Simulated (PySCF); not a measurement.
C2H3AlBrF. Atoms are numbered in the order given.

```xyz
8

Al     0.6740     0.6114     0.0000
F      2.3365     0.5936     0.0000
Br    -0.3879    -1.3770     0.0000
C     -0.3202     2.2578     0.0000
C     -1.6647     2.2655     0.0000
H      0.1946     3.2282     0.0000
H     -2.2467     3.1958     0.0000
H     -2.2514     1.3390     0.0000
```
Charge 0, spin multiplicity 1.

Geometry: B3LYP-D3(BJ)/def2-SVP. The structure was generated by enumeration; whether it is a known compound was not checked. Other conformers were not sampled.

These are TDA-PBE/def2-SVPD (PySCF) values and carry that method's errors.

Vertical excitations. Gas-phase values at a fixed geometry. State labels are in the subgroup Cs.

Computed lowest excited states:
| state | symmetry | energy (eV) | λ (nm) | f | main pairs |
|---|---|---|---|---|---|
| S1 | A" | 4.94 | 251 | 0.000 | HOMO−1→LUMO 97 % |
| S2 | A' | 5.24 | 237 | 0.026 | HOMO−3→LUMO 56 %, HOMO→LUMO 41 % |
| S3 | A" | 5.42 | 229 | 0.002 | HOMO−2→LUMO 95 % |
| S4 | A" | 5.86 | 212 | 0.000 | HOMO→LUMO+1 99 % |
| S5 | A' | 6.00 | 207 | 0.013 | HOMO−1→LUMO+1 90 % |
| S6 | A' | 6.20 | 200 | 0.099 | HOMO→LUMO 28 %, HOMO−3→LUMO 26 %, HOMO→LUMO+2 24 %, HOMO−2→LUMO+1 15 % |
| S7 | A" | 6.30 | 197 | 0.067 | HOMO−3→LUMO+1 98 % |
| S8 | A' | 6.52 | 190 | 0.274 | HOMO−2→LUMO+1 74 % |
| S9 | A" | 6.81 | 182 | 0.009 | HOMO−4→LUMO 96 % |
| S10 | A" | 6.96 | 178 | 0.000 | HOMO−1→LUMO+2 99 % |
| T1 | A' | 4.07 | 305 | 0 | HOMO→LUMO 80 %, HOMO−3→LUMO 15 % |
| T2 | A" | 4.77 | 260 | 0 | HOMO−1→LUMO 64 %, HOMO−2→LUMO 36 % |
| T3 | A" | 4.96 | 250 | 0 | HOMO−2→LUMO 63 %, HOMO−1→LUMO 36 % |
| T4 | A' | 5.04 | 246 | 0 | HOMO−3→LUMO 82 %, HOMO→LUMO 16 % |
Triplets are in the Tamm–Dancoff approximation.
